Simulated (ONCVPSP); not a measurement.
**What one change does to a pseudopotential (Ag (Z = 47), ONCV)**

silver (Ag), optimised norm-conserving Vanderbilt (ONCV), made with ONCVPSP 4.0.1 (PBEsol, scalar-relativistic). Core [Kr], reference 4d10 5s1. Waves: 5s: rc 2.70 bohr, ncon 4, nbas 8, qcut 2.8 1/bohr, 2 projectors, debl 1.9 Ha; p scattering state at 0.19 Ha: rc 2.70 bohr, ncon 4, nbas 9, qcut 3 1/bohr, 2 projectors, debl 2.2 Ha; 4d: rc 1.55 bohr, ncon 4, nbas 9, qcut 12 1/bohr, local. Local part: the d channel. Core correction: Teter function, fcfact 5.75, rcfact 1.25.

In the p channel the program set the typed energies aside and used 0.050, 2.250 Ha.

Change: core correction Teter function, fcfact 1.2, rcfact 1.25.

Cutoffs: the cutoffs (Ha) at which the residual kinetic energy of the hardest occupied pseudo-wave falls to 1 and 0.1 mHa per electron; they do not see the model core or the augmentation charge, which bear on the density cutoff. Errors are all-electron minus pseudo energies relative to the spin-unpolarised reference configuration.

Q: What does the change do?

A: The potential gets neither clearly harder nor softer (37 Ha and 45 Ha → 37 Ha and 45 Ha); both files keep a bound ghost (s); of the 4 tests that both files solve, the error grows in 0 and shrinks in 3 by more than 15 % and 0.3 meV (median size 19.5 → 16.1 meV). A model core, the more so a compact one, raises the density cutoff, which this test does not measure.

```csv
quantity,base,changed
"cutoff, loose",37 Ha,37 Ha
"cutoff, tight",45 Ha,45 Ha
bound ghosts,s,s
GHOST(+) flags under 300 eV,p at 18.3 eV,p at 18.3 eV
"error for 4d10 5s0, meV [ΔE 7.75 eV]",-5.2,-4.2
"error for 4d9 5s0, meV [ΔE 29.86 eV]",-8.2,-5.4
"error for 4d8 5s0, meV [ΔE 66.04 eV]",-153,-125
"error for 4d9 5s1, meV [ΔE 13.16 eV]",-31,-27
s: phases at 2.74 bohr within 0.05 rad from the reference energy up to (Ha; the scan ends near 5),3.9,3.9
p: phases at 2.74 bohr within 0.05 rad from the reference energy up to (Ha; the scan ends near 5),0.6,0.6
d: phases at 1.57 bohr within 0.05 rad from the reference energy up to (Ha; the scan ends near 5),3.7,3.7
"rms error of d²Exc/dni dnj with the model core, mHa",1.50,3.98
```

 A true bound ghost makes a file unfit for plane-wave use even where its test errors are small: the radial tests pick states by their node count and pass the ghost by.
